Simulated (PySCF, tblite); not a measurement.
Species: C6H7FN2Si.
Structure used (GFN2-xTB), in Å, numbered top down from 1:
```
atom  x, y, z in Å
C1     2.596   -1.596    0.711
C2     1.855   -1.222   -0.151
C3     0.949   -0.722   -1.171
N4     0.219    0.430   -0.707
N5     0.592    1.640   -1.108
C6    -0.225    2.469   -0.490
F7    -0.138    3.784   -0.673
C8    -1.139    1.796    0.322
C9    -0.819    0.456    0.160
Si10  -1.605   -1.064    0.924
H11    3.253   -1.941    1.452
H12    1.526   -0.403   -2.045
H13    0.248   -1.513   -1.459
H14   -1.912    2.219    0.927
H15   -0.601   -1.776    1.715
H16   -2.723   -0.615    1.746
H17   -2.083   -1.929   -0.162
```

The calculation used PBE0/pcSseg-1 in PySCF (dipole) on a GFN2-xTB geometry, gas phase.

Masses are those of the commonest isotopes; rigid-rotor values at the optimised geometry. The values belong to one conformer with, in the numbering `[CH:1]#[C:2][CH2:3][n:4]1[n:5][c:6]([F:7])[cH:8][c:9]1[SiH3:10]`, C2–C3–N4–N5 102°.

Q: Give the principal moments of inertia and the rotational constants in GHz.

A: Ia = 321.94, Ib = 576.10, Ic = 806.56 u·Å²; 505379 MHz·u·Å²/I gives 1570, 877.2 and 626.6 MHz, that is A = 1.5698, B = 0.8772, C = 0.6266 GHz.

Q: What kind of rotor is it?

A: An asymmetric top; Ray's κ = -0.469.

Q: What does the inertial defect say?

A: Not planar: Δ = Ic − Ia − Ib = -91.47 u·Å². For a rigid frame Δ = −2 Σ m c², so Σ m c² = 45.74 u·Å² lies off the ab plane: 11.96 from hydrogen and 33.78 from heavier atoms. The atom farthest from that plane is 1.81 Å away.

Q: Give the other two planar moments, Paa and Pbb, and the rms extents of the mass along the axes.

A: Paa = Σ m a² = (Ib + Ic − Ia)/2 = 530.36 and Pbb = Σ m b² = (Ia + Ic − Ib)/2 = 276.20 u·Å². With the mass M = 154.04 u, the rms extents √(P/M) along a, b and c are 1.86, 1.34, 0.54 Å.

Q: Predict some low-J microwave lines.

A: The dipole components are |μa| = 3.05 D, |μb| = 1.56 D, |μc| = 0.23 D. Intensities carry the squares of the components, which stand as 1.00 : 0.26 : 0.01 (a : b : c). Some lines, for components of 0.1 D or more:

| type | branch | J(Ka,Kc) | MHz | lower level (cm⁻¹) |
| --- | --- | --- | --- | --- |
| c | Q | 2(1,2) ← 2(0,2) | 499 | 0.149 |
| a | Q | 5(2,3) ← 5(2,4) | 1428 | 0.856 |
| a | Q | 3(1,2) ← 3(1,3) | 1496 | 0.302 |
| c | Q | 2(2,1) ← 2(1,1) | 2078 | 0.190 |
| b | R | 2(0,2) ← 1(1,1) | 2258 | 0.073 |
| b | R | 4(2,2) ← 3(3,1) | 2563 | 0.548 |
| c | Q | 5(3,3) ← 5(2,3) | 3081 | 0.904 |
| b | Q | 5(3,2) ← 5(2,3) | 3290 | 0.904 |
| b | Q | 5(1,4) ← 5(0,5) | 3621 | 0.705 |
| b | Q | 4(2,3) ← 4(1,4) | 3787 | 0.483 |
| b | R | 3(0,3) ← 2(1,2) | 3803 | 0.165 |
| b | Q | 3(3,1) ← 3(2,2) | 4122 | 0.410 |
| b | Q | 4(3,2) ← 4(2,3) | 4259 | 0.609 |
| b | R | 3(1,3) ← 2(0,2) | 4602 | 0.149 |
| a | R | 4(0,4) ← 3(0,3) | 5567 | 0.292 |
| a | R | 4(3,1) ← 3(3,0) | 6156 | 0.548 |
| b | R | 5(1,5) ← 4(0,4) | 6869 | 0.478 |
| b | Q | 5(5,0) ← 5(4,1) | 7237 | 1.195 |
| c | R | 4(1,3) ← 3(0,3) | 8172 | 0.292 |
| b | R | 3(3,1) ← 2(2,0) | 8577 | 0.262 |
| c | R | 3(3,1) ← 2(2,1) | 8633 | 0.260 |
| b | R | 5(2,4) ← 4(1,3) | 8731 | 0.565 |
| c | R | 5(4,1) ← 4(3,1) | 13242 | 0.753 |

Q: Estimate the classical rotational partition function at 10 K, 50 K and 298.15 K.

A: Point group C1, symmetry number σ = 1; q = (√π/σ)·√((kT/h)³/(ABC)), k/h = 20836.6 MHz/K: 5740 at 10 K, 64200 at 50 K, 934000 at 298.15 K.

Its GFN2-xTB frequencies are all real (lowest 35 cm⁻¹). These are rigid-rotor constants of the computed structure; measured ground-state constants (B0) also hold zero-point vibration. A rigid rotor knows nothing of internal rotation, which can split or shift real lines. Quadrupole hyperfine structure (14N) is left out.

The run took 43 s of wall time on one thread, Arm Neoverse V1 (aarch64), on a shared host, and the process peaked at 1.0 GiB of memory. This is the PBE0/pcSseg-1 job that gave the dipole, with the shieldings it also computed.
